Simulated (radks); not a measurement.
Isoelectronic series with 59 electrons, all held in the configuration [Xe] 4f5, which need not be the ground one along the series. All-electron calculation, scalar-relativistic Kohn-Sham, PBE, spin-polarised, spherical densities, point nucleus; open shells are filled with parallel spins first (spin-orbit coupling, left out, can overturn this in heavy ions). Program: a radial shooting solver on a logarithmic mesh with Libxc functionals. Total energies (hartree) and mean radii <r> (bohr):

ion	E (hartree)	4f up	5p down	5p up
Pm2+	-10020.0998	1.018	1.699	1.669
Sm3+	-10425.8834	0.8955	1.599	1.573
Eu4+	-10841.1515	0.8158	1.508	1.487
Gd5+	-11265.9395	0.7563	1.429	1.411
Tb6+	-11700.2961	0.7088	1.358	1.343
Dy7+	-12144.2782	0.6694	1.295	1.283
Ho8+	-12597.9486	0.6358	1.239	1.228
Er9+	-13061.3753	0.6065	1.188	1.178
Tm10+	-13534.6309	0.5806	1.142	1.133
Yb11+	-14017.7919	0.5575	1.099	1.092
Lu12+	-14510.9389	0.5365	1.060	1.054

4f up drops below 5p up between Tb6+ and Dy7+.
